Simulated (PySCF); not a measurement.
PBE on F⁻ (fluorine, charge -1), [Ne], closed-shell 1S. Computed with PySCF 2.14 in dyall-av3z (15s9p3d2f, 71 functions), with the spin-free X2C one-electron Hamiltonian (Gaussian nucleus).

```
cycle= 1 E= -99.8734463491711  delta_E= 0.0104  |g|= 0.25  |ddm|= 0.284
cycle= 2 E= -99.7570198740752  delta_E= 0.116  |g|= 0.679  |ddm|= 0.346
cycle= 3 E= -99.8950150337111  delta_E= -0.138  |g|= 0.103  |ddm|= 0.173
cycle= 4 E= -99.8992685717409  delta_E= -0.00425  |g|= 0.0042  |ddm|= 0.0543
cycle= 5 E= -99.8992744911825  delta_E= -5.92e-06  |g|= 0.000558  |ddm|= 0.00141
cycle= 6 E= -99.8992746028119  delta_E= -1.12e-07  |g|= 2.73e-05  |ddm|= 0.000225
cycle= 7 E= -99.8992746030698  delta_E= -2.58e-10  |g|= 5.97e-07  |ddm|= 1e-05
converged SCF energy = -99.8992746030698  <S^2> = 2.6645353e-15  2S+1 = 1
```

Highest occupied orbital energy: 1.470 eV; ⟨L²⟩ = 0.00; populations by l: s 4.00, p 6.00, d 0.00, f 0.00.

Problem. Can this result be used?

Solution. With care. The run converged. At PBE the highest occupied level has a positive energy, so only the finite basis holds that electron; in a semilocal or global hybrid functional this comes from self-interaction and does not mean that the real anion is unbound.
